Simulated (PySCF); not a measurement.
C₂H₁₀GaNO, singlet, GFN2-xTB optimised geometry.

```
15

Ga    -0.11    -0.46     0.00
C      1.93    -0.46     0.00
H      2.34     0.22     0.75
H      2.33    -0.15    -0.97
H      2.31    -1.46     0.21
C     -1.30     1.19     0.00
H     -2.34     0.92     0.23
H     -1.31     1.69    -0.97
H     -0.98     1.93     0.74
O     -0.88    -1.93    -0.63
H     -0.92    -2.29    -1.51
N     -0.55    -1.24     2.03
H     -1.49    -1.60     1.87
H     -0.57    -0.65     2.86
H      0.06    -2.03     2.20
```

Density from B3LYP/def2-TZVP run with PySCF at that geometry.

Minimum of the electron density along straight lines between bonded atoms, close to the bond critical point (lines longer than 1.1 times the sum of covalent radii, or with two minima, are not listed):

```csv
bond,length / Å,ρ at the minimum / e bohr⁻³,∇²ρ there / e bohr⁻⁵,position (fraction from the first atom)
Ga1–C2,2.039,0.101,0.16,0.47
C2–H3,1.090,0.273,-0.90,0.63
C2–H4,1.092,0.272,-0.90,0.63
C2–H5,1.093,0.271,-0.89,0.63
Ga1–C6,2.038,0.101,0.16,0.47
C6–H7,1.093,0.271,-0.89,0.63
C6–H8,1.092,0.272,-0.90,0.63
C6–H9,1.091,0.272,-0.90,0.63
Ga1–O10,1.772,0.133,?,0.49
O10–H11,0.951,?,?,0.80
N12–H13,1.017,0.335,-1.68,0.74
N12–H14,1.015,0.337,-1.66,0.74
N12–H15,1.016,0.336,-1.66,0.74
```

Some entries are withheld; supply them.


- Ga1–O10, ∇²ρ there / e bohr⁻⁵: 0.78
- O10–H11, ρ at the minimum / e bohr⁻³: 0.365
- O10–H11, ∇²ρ there / e bohr⁻⁵: -2.46
